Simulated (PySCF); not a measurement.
Ag₂, SMILES [Ag][Ag], multiplicity 1. Atoms are numbered in the order given.

```xyz
2

Ag     0.0000     0.0000    -1.2882
Ag     0.0000     0.0000     1.2882
```
Charge 0, spin multiplicity 1.

Geometry: PBE0-D3(BJ)/def2-TZVPD. The multiplicity is an assumed one; other spin states were not compared. The def2 effective core potentials stand for the cores of Ag; spin–orbit coupling is left out.

All values below come from ωB97X/def2-TZVPD in PySCF.

Gas-phase values at a fixed geometry.

total energy: -294.03584 hartree
point group: D∞h
highest occupied level: -7.41 eV
lowest empty level: -0.69 eV
orbital gap: 6.72 eV
dipole moment: 0.00 D
quadrupole, principal values (traceless, Buckingham form, about the centre of nuclear charge): -4.93, -4.93, 9.86 D·Å
mean static polarisability: 96.2 bohr³ (14.25 Å³)
polarisability, principal values: 74.2, 74.2, 140.1 bohr³
